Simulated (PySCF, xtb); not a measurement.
CH5BrO3Si, SMILES CO[Si](O)(O)Br. One conformer was computed; it need not be the lowest.

Harmonic wavenumbers (cm⁻¹) from GFN2-xTB in xtb 6.7.1 at its own minimum, in rising order: 63, 114, 130, 174, 194, 241, 254, 267, 288, 345, 441, 763, 800, 821, 933, 987, 1136, 1144, 1180, 1418, 1476, 1480, 2959, 2983, 3007, 3682, 3693.

Q: What does PBE-D3(BJ)/def2-SVP (PySCF) give at its own minimum? (The exact figures need the calculation; the answer reports its results.)

A: 62, 90, 102, 138, 198, 232, 265, 270, 299, 358, 442, 731, 787, 803, 912, 969, 1124, 1136, 1173, 1420, 1422, 1426, 2938, 3018, 3056, 3768, 3771. Paired by order, the mean absolute difference is 24 cm⁻¹ and the zero-point energies are 44.3 and 44.2 kcal/mol.
